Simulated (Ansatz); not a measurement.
## One elementary step

Start structure (SnAsNH8, closed shell), relaxed at PBE0-D4/def2-TZVP:

```
11
angstrom
Sn -0.5031 -0.4607 -1.3841
N 1.3634 0.1923 -0.8972
H -0.6402 -0.9021 -3.0370
H -0.7981 -1.8152 -0.3947
H -1.5556 0.8337 -1.0415
H 0.6547 0.5730 1.5823
As -0.1747 0.6309 2.8585
H 2.0764 -0.5113 -1.0458
H 1.6414 1.0126 -1.4219
H -1.3672 1.2314 2.1271
H -0.6968 -0.7845 2.6542
```

The step: SnNH₅ ([NH2][SnH3]) + AsH₃ → SnAsH₅ ([AsH2][SnH3]) + NH₃; bonds formed: Sn1–As7, N2–H6; bonds broken: Sn1–N2, H6–As7. Computed with Ansatz 0.2.0 (basis: def2-TZVPP and def2-QZVPP); correlated methods freeze the cores. Filled d shells of the heavier atoms are correlated. Core potentials replace the inner electrons of the atoms past krypton. The def2 sets are not built for correlating such inner shells, so the correlated values are less sure here. Extrapolation: Hartree–Fock as exp(−7.88 √X), correlation as X^−2.97. Energies below are by CCSD(T) at an estimated basis limit (MP2 extrapolated from triple and quadruple zeta, plus CCSD(T) − MP2 in triple zeta).

Problem. What are the electronic barrier and the energy of the step, from the start structure to the end structure? (To be estimated.)

Solution. Computed: Barrier 87.0 kJ/mol; step energy -79.0 kJ/mol (downhill); reverse barrier, their difference, 166.0 kJ/mol. Barrier and step energy count from the start structure, the reverse barrier from the end structure.

The saddle point: One imaginary mode of 353i cm⁻¹.
```tsv
pair	start (Å)	saddle (Å)	end (Å)
Sn1–As7	4.39	3.69	2.60
N2–H6	2.61	1.17	1.01
Sn1–N2	2.04	2.14	3.18
H6–As7	1.52	2.02	3.39
```

Zero-point energy (harmonic, PBE0-D4): ZPE is 179.2 kJ/mol at the start and 178.9 kJ/mol at the saddle, so the barrier goes from 87.0 to 86.7 kJ/mol.

No T1 diagnostic of these runs exceeds 0.014.

Labels in which every atom is bracketed show which atoms are joined, not bond orders.

For scale, one of the runs: CCSD(T)/def2-TZVPP, 241 basis functions, launched by `ansatz run in.yaml --threads 8 --pin off --events-out ev --progress --plain --max-ram 19148MiB`. Hardware: 8 CPU threads of an Intel Xeon, shared host. Wall time 2.8 min; peak host memory 5.2 GiB.
